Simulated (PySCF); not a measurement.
Stretching LiAs

Set-up: Li pcseg-2, As pcseg-2; no relativity (PySCF 2.14). Energies in eV from Li + As in their ground configurations at the same level. State: ³Σ⁻ (triplet), unpaired electrons π ↑↑.

All columns are PBE0. A positive dipole means Li(−)As(+).

```tsv
R (Å)	E (eV)	μ (D)	Mulliken charge on Li (basis-dependent)	HOMO (eV)	LUMO (eV)	Mayer bond order	⟨S²⟩
2.083	-1.303	-6.04	0.43	-4.84	-2.19	0.95	2.00
2.180	-1.514	-6.23	0.46	-4.83	-2.09	0.91	2.00
2.277	-1.632	-6.41	0.48	-4.81	-2.01	0.88	2.00
2.349	-1.674	-6.55	0.48	-4.79	-1.95	0.86	2.01
2.422	-1.686	-6.68	0.49	-4.76	-1.90	0.85	2.01
2.495	-1.673	-6.81	0.49	-4.73	-1.85	0.84	2.01
2.591	-1.628	-6.97	0.49	-4.68	-1.79	0.83	2.01
2.713	-1.538	-7.15	0.49	-4.62	-1.73	0.82	2.01
2.858	-1.399	-7.32	0.48	-4.54	-1.81	0.82	2.02
3.052	-1.191	-7.38	0.45	-4.44	-1.99	0.80	2.05
```

A fit through these points gives, at Re = 2.418 Å, μ = -6.67 D and dμ/dR = -1.80 D/Å; the reduced mass is 6.415 u.

Task: How strong is the fundamental in the double-harmonic approximation, I = 42.26·(dμ/dR)²/μred km/mol?

Result: I = 42.26·(-1.80)²/6.415 = 21.3 km/mol at PBE0.

Spin–orbit coupling is left out. The state is the lowest determinant that a PBE0 search found; another state may lie lower at other levels.
